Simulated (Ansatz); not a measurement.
Cd10H28S10⁺. Charge 1, multiplicity 2. Geometry r2SCAN-D4/def2-SVP, that of the neutral singlet; atoms count from 1.

```csv
atom,x (Å),y (Å),z (Å)
Cd1,-4.946,1.297,-1.398
Cd2,-0.735,5.454,1.690
Cd3,1.767,0.012,3.703
Cd4,-2.730,-3.130,-1.891
Cd5,1.319,-3.119,3.954
Cd6,-0.751,-0.033,0.370
Cd7,0.624,2.192,-2.929
Cd8,3.030,1.280,-0.584
Cd9,2.090,-2.594,-1.353
Cd10,4.505,-2.487,0.669
S11,-1.451,2.494,0.757
S12,-3.021,-0.862,-0.666
S13,-2.536,1.887,-3.245
S14,-0.509,-1.212,2.598
S15,1.764,3.484,1.079
S16,3.468,-0.116,1.562
S17,-1.251,-4.374,0.174
S18,-0.931,-2.075,-3.663
S19,2.029,-3.322,1.408
S20,1.018,-0.119,-1.340
H21,-5.999,0.482,-2.416
H22,-4.181,2.373,-0.302
H23,-0.824,5.929,0.077
H24,-0.696,5.185,3.347
H25,2.294,-1.614,4.400
H26,1.514,1.627,4.146
H27,-3.782,-4.316,-2.474
H28,0.555,-4.421,4.697
H29,0.042,3.110,-1.563
H30,1.161,1.811,-4.474
H31,4.048,2.309,-1.456
H32,1.036,-3.643,-2.178
H33,5.977,-3.024,1.285
H34,3.847,-2.158,-1.090
H35,-2.729,2.412,0.184
H36,-0.769,2.827,-0.459
H37,-3.626,-1.306,0.460
H38,-2.553,3.233,-3.116
H39,-2.936,1.933,-4.537
H40,-1.416,-0.525,3.332
H41,2.337,3.315,2.295
H42,2.703,4.356,0.645
H43,4.544,0.499,2.106
H44,-0.964,-3.369,1.046
H45,-2.385,-4.714,0.833
H46,-1.755,-1.080,-4.077
H47,-0.201,-1.227,-2.845
H48,2.005,-4.663,1.237
```

In the def2 sets Cd takes a core potential; there is no spin–orbit coupling. Single mean-field runs in def2-TZVP are fitted with def2-universal-jkfit.

Estimate the Mulliken populations of the heavy atoms from the PBE0/def2-TZVP orbitals of Ansatz.


```
atom  charge (e)  spin (α − β)  d electrons
 Cd1        0.33          0.00         9.95
 Cd2        0.31          0.00         9.94
 Cd3        0.44          0.00         9.98
 Cd4        0.48          0.00         9.99
 Cd5        0.45          0.00         9.97
 Cd6        0.77         -0.01        10.01
 Cd7        0.37          0.02         9.95
 Cd8        0.53          0.00         9.98
 Cd9        0.50          0.02         9.96
Cd10        0.50          0.00         9.97
 S11       -0.31          0.03            –
 S12       -0.60          0.00            –
 S13       -0.36          0.01            –
 S14       -0.62          0.01            –
 S15       -0.36          0.00            –
 S16       -0.63          0.04            –
 S17       -0.29          0.00            –
 S18       -0.27          0.00            –
 S19       -0.63          0.09            –
 S20       -0.81          0.30            –
```
Mulliken values depend strongly on the basis.

Where does the spin sit?

Summed by element: Cd 0.03, S 0.48, H 0.49, of 1 unpaired in all. Largest on single atoms: S20 0.30, H32 0.16, S19 0.09.

And the Mayer bond orders between heavy atoms (over 0.3)?

Cd4–S12 0.43 (2.59 Å); Cd4–S18 0.35 (2.74 Å); Cd5–S19 0.32 (2.65 Å); Cd6–S11 0.41 (2.65 Å); Cd6–S12 0.45 (2.63 Å); Cd6–S14 0.54 (2.53 Å); Cd6–S20 0.56 (2.46 Å); Cd8–S16 0.40 (2.60 Å); Cd8–S20 0.39 (2.56 Å); Cd9–S20 0.33 (2.70 Å); Cd10–S19 0.31 (2.72 Å).
